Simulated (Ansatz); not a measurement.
PBE exchange is replaced step by step with exact exchange (0 % is PBE, 25 % PBE0; no dispersion term), basis def2-TZVP, Ansatz. System: SiBrH3 (SiH3Br). Total charge 0; singlet. Geometry: PBE-D4/def2-TZVP.

Geometry of the singlet:

```
atom   x (Å)   y (Å)   z (Å)
 Si1  -0.007   0.117   0.116
 Br2   0.090  -1.469  -1.455
  H3  -1.286  -0.042   0.866
  H4   0.043   1.448  -0.556
  H5   1.160  -0.053   1.028
```

```
exact exchange (%)  HOMO (eV)  LUMO (eV)  gap (eV)
                 0      -7.20      -1.31      5.89
                 5      -7.45      -1.13      6.32
                10      -7.70      -0.95      6.75
                25      -8.47      -0.42      8.05
                35      -8.98      -0.07      8.91
                50      -9.76       0.45     10.21
```

(1) Fit a straight line to the column «gap (eV)» against the share of exact exchange and predict its value at 15 %.

Answers

(1) With x = exact exchange (%) and y = gap (eV): mean x = 20.83, mean y = 7.688; Σ(x − x̄)(y − ȳ) = 161.7, Σ(x − x̄)² = 1871; slope b = 0.08642, intercept a = ȳ − b·x̄ = 5.888. The residuals of the fitted rows reach 0.00. At x = 15 the line gives 5.888 + (0.08642 × 15) = 7.18; the run gave 7.18, the same within rounding.
